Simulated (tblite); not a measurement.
C3H7NO5Si.
Numbering: `[CH3:1][C:2](=[O:3])[NH:4][Si:5]([OH:6])([OH:7])[O:8][CH:9]=[O:10]` (hydrogens: H11, H12, H13 on C1; H14 on N4; H15 on O6; H16 on O7; H17 on C9)

The geometry is computed with GFN2-xTB (gas phase).

Problem. List the bond lengths, angles and torsions at this level.

Solution. 
```
                  bond  length (Å)
                 C1–C2       1.509
                 C2=O3       1.216
                 C2–N4       1.358
                N4–Si5       1.748
                Si5–O6       1.609
                Si5–O7       1.598
                Si5–O8       1.687
                 O8–C9       1.305
                C9=O10       1.199
C1–H11, C1–H12, C1–H13       1.087
                N4–H14       1.008
                O6–H15       0.965
                O7–H16       0.975
                C9–H17       1.104
```

Bonds in one row agree within 0.01 Å and their mean is given. A selection of angles:
```
     angle  degrees
 C2–C1–H11    109.7
H11–C1–H12    109.3
  C1–C2–O3    122.8
  C1–C2–N4    114.7
  O3–C2–N4    122.5
 C2–N4–Si5    123.9
 C2–N4–H14    115.6
Si5–N4–H14    120.4
 N4–Si5–O6    108.0
 N4–Si5–O7    109.8
 N4–Si5–O8    104.8
 O6–Si5–O7    115.8
 O6–Si5–O8    109.8
 O7–Si5–O8    108.1
Si5–O6–H15    116.7
Si5–O7–H16    114.4
 Si5–O8–C9    125.6
 O8–C9–O10    126.5
 O8–C9–H17    110.8
O10–C9–H17    122.7
```

Torsions: C1–C2–N4–Si5 176° (antiperiplanar); C2–N4–Si5–O6 -123° (anticlinal); N4–Si5–O8–C9 132° (anticlinal); Si5–O8–C9–O10 -3° (synperiplanar); H15–O6–Si5–N4 -134° (anticlinal); H16–O7–Si5–N4 -2° (synperiplanar). The mirror-image conformer, all signs reversed, is as good.

N4 (amide nitrogen) is planar (angles 123.9°, 120.4° and 115.6°, sum 359.8°, 0.03 Å off the plane of its three neighbours). Si5 (oxygen-bound silicon) is distorted tetrahedral (angles from 104.8° to 115.8°). H15 on O6 lies 2.03 Å from O10, 5 bonds away (angle at H 130°; Bondi radii sum to 2.72 Å). Of the pairs four or more bonds apart, those above aside, O3···O7 is among the closest relative to their van der Waals radii: 2.66 Å, 88 % of the sum of Bondi's values. The O–Si distances run from 1.598 Å (Si5–O7, drawn single) to 1.687 Å (Si5–O8, drawn single), a spread of 0.089 Å. H16 on O7 lies 1.86 Å from O3, 5 bonds away (angle at H 138°; Bondi radii sum to 2.72 Å): the geometry of an intramolecular hydrogen bond. The C–O distances run from 1.199 Å (C9=O10, drawn double) to 1.305 Å (O8–C9, drawn single), a spread of 0.106 Å.

Point group: C1 (no symmetry element, even within 0.4 Å). Its GFN2-xTB frequencies are all real (lowest 31 cm⁻¹). One conformer, not necessarily the lowest (C1–C2–N4–Si5 176°, C2–N4–Si5–O6 -123°, N4–Si5–O6–H -134°, N4–Si5–O7–H -2°, N4–Si5–O8–C9 132°).
